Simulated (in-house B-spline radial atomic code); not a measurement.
Configurations of Al IV (Al3+), with energies counted from [He] 2s2 2p6. Method: Dirac-Hartree-Fock, average of configuration, Fermi nucleus of rms radius 3.061 fm. Calculated with a radial B-spline atomic code at the basis-set limit. Energies include first-order Breit, QED and recoil terms.

Occupations are held fixed; configurations that lie above the ionisation limit could autoionise.

| configuration | E - E(ref) (eV) | highest orbital | its <r> (bohr) |
| --- | --- | --- | --- |
| [He] 2s2 (2p1/2)1 (2p3/2)4 (3d5/2)1 | 93.672 | 3d5/2 | 2.448 |
| [He] 2s2 (2p1/2)1 (2p3/2)4 5s1 | 106.91 | 5s1/2 | 6.874 |
| [He] 2s2 (2p1/2)2 (2p3/2)3 (6f5/2)1 | 112.34 | 6f5/2 | 11.99 |
| [He] 2s2 (2p1/2)1 (2p3/2)4 (6g9/2)1 | 112.77 | 6g9/2 | 11 |
| [He] 2s1 2p6 (3d5/2)1 | 140.18 | 3d5/2 | 2.45 |
| [He] 2s1 2p6 (5d3/2)1 | 156.34 | 5d3/2 | 8.317 |

Q: Order these further configurations by energy, lowest first.
A. [He] 2s2 (2p1/2)1 (2p3/2)4 4s1
B. [He] 2s2 (2p1/2)2 (2p3/2)3 (4f7/2)1
C. [He] 2s1 2p6 (5f7/2)1
D. [He] 2s1 2p6 (6f7/2)1
E. [He] 2s1 2p6 (4d3/2)1

A: A (98.452 eV), B (104.78 eV), E (151.22 eV), C (156.6 eV), D (159.26 eV).

Q: How far above the reference does [He] 2s2 (2p1/2)1 (2p3/2)4 3s1 lie?

A: 75.941 eV; its least bound orbital is 3s1/2 with <r> = 1.946 bohr.
